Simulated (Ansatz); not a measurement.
`[OH][Ti]([OH])([OH])[Cl]`, 8 atoms. The species carries charge 0 and has multiplicity 1. Correlated methods include outer-core shells of Ti, which these sets cover unevenly. Scalar relativity is left out up to krypton. All runs use 4 threads of an Arm Neoverse V1 on a shared host. Correlated methods freeze the cores.

Q: How many basis functions does each run have, and how long does it take in Ansatz? RKS BHLYP-D4/def2-TZVPP energy; direct RPA on PBE orbitals/def2-TZVPP energy; RHF-CCSD(T)/def2-SVP energy; RKS PBE0-D4/def2-QZVPP energy; RKS PBE0-D4/def2-SVP energy; RHF-MP2/def2-QZVPP energy; RKS PBE0-D4/def2-TZVP frequencies; RHF-CCSD(T)/def2-TZVPP energy; RKS PBE0-D4/def2-TZVP relaxation (10 steps); RKS ωB97X-V/def2-TZVPP energy; RKS ωB97M-V/def2-TZVPP energy and forces; RKS ωB97M-V/def2-QZVPP energy. (Estimate.)

A: Ansatz gave: Other jobs shared the machine, so times are rough.

| level | job | functions | wall time | peak host memory (GiB) |
| --- | --- | --- | --- | --- |
| RKS PBE0-D4/def2-SVP | energy | 106 | 1.5 s | 0.23 |
| RKS BHLYP-D4/def2-TZVPP | energy | 241 | 3.9 s | 0.71 |
| direct RPA on PBE orbitals/def2-TZVPP | energy | 241 | 6.5 s | 0.64 |
| RHF-CCSD(T)/def2-SVP | energy | 106 | 8 s | 0.52 |
| RKS PBE0-D4/def2-QZVPP | energy | 424 | 8.5 s | 1.6 |
| RKS ωB97X-V/def2-TZVPP | energy | 241 | 9.5 s | 0.83 |
| RKS ωB97M-V/def2-TZVPP | energy and forces | 241 | 14 s | 0.94 |
| RHF-MP2/def2-QZVPP | energy | 424 | 18 s | 2.2 |
| RKS ωB97M-V/def2-QZVPP | energy | 424 | 20 s | 1.9 |
| RKS PBE0-D4/def2-TZVP | relaxation (10 steps) | 193 | 38 s | 0.57 |
| RKS PBE0-D4/def2-TZVP | frequencies | 193 | 2.2 min | 0.56 |
| RHF-CCSD(T)/def2-TZVPP | energy | 241 | 4 min | 5.1 |
